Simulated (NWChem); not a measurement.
Species: C3H2F2; SMILES C#CC(F)F

Give the equilibrium geometry at PBE0/def2-SVP (NWChem) as an XYZ file, with the point group.

point group Cs; any orientation.
```
7

C     -0.1418    -2.1639     0.0000
C      0.0610    -0.9728     0.0000
C      0.3653     0.4618     0.0000
F     -0.1579     1.0560    -1.0914
F     -0.1579     1.0560     1.0914
H     -0.3351    -3.2219     0.0000
H      1.4562     0.6373     0.0000
```
